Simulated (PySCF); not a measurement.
Breaking a bond: AlN, triplet.

Levels: UCCSD = PySCF with CCSD on UHF/cc-pVTZ, 6 core orbitals frozen; UKS-CAM-B3LYP = unrestricted CAM-B3LYP/cc-pVTZ in PySCF; UHF/cc-pVTZ (PySCF); UKS-LDA (SVWN5) = unrestricted LDA (SVWN5)/cc-pVTZ (PySCF); CASSCF(8,8)/cc-pVTZ (PySCF).

Energies are in kJ/mol, each relative to the lowest point of its own curve near equilibrium.

| R / Å | UCCSD | UKS-CAM-B3LYP | UHF | UKS-LDA (SVWN5) | CASSCF(8,8) |
|---|---|---|---|---|---|
| 1.42 | 302.6 | 269.6 | 344.2 | 257.4 | — |
| 1.51 | 156.7 | 130.5 | ___ | 119.7 | 146.3 |
| 1.60 | 77.4 | 52.9 | 103.6 | 43.8 | ___ |
| 1.67 | 43.6 | 21.2 | 55.8 | 13.8 | 25.2 |
| 1.76 | 24.2 | 4.8 | 18.7 | 0.1 | 3.7 |
| 1.79 | 14.4 | 3.7 | 11.2 | 0.0 | 1.3 |
| 1.86 | 3.2 | 1.8 | 1.6 | 6.0 | 2.3 |
| 1.91 | 0.0 | 0.0 | 0.0 | ___ | 0.0 |
| 1.98 | 1.4 | ___ | ___ | 29.5 | 0.6 |
| 2.07 | 10.3 | 11.4 | ___ | 47.1 | 8.4 |
| 2.23 | 37.7 | 39.6 | 44.6 | 71.9 | 33.4 |
| 2.39 | 71.2 | 74.1 | 76.6 | 102.9 | 63.7 |

Problem. What belongs in the gaps?

Solution. 
- 1.51, UHF: 197.2
- 1.60, CASSCF(8,8): 61.9
- 1.91, UKS-LDA (SVWN5): 14.2
- 1.98, UKS-CAM-B3LYP: 1.9
- 1.98, UHF: 3.4
- 2.07, UHF: 14.5

Dashes: no converged value, or the column stops at the first point that the program doubted or that broke a chosen test of continuity, which isn't proof of a fault.

The scan ran from 1.42 to 7.20 Å; beyond the distances shown one of the unrestricted levels run for this scan, shown here or not, changes its spin distribution in one step. The unrestricted determinant behind UCCSD, UHF is spin-contaminated at 1.60 to 1.86, 2.39 Å (<S²> up to 2.2, against 2.00 for a pure triplet). The natural occupations jump between 1.86 and 1.91 Å in the active space behind CASSCF(8,8).
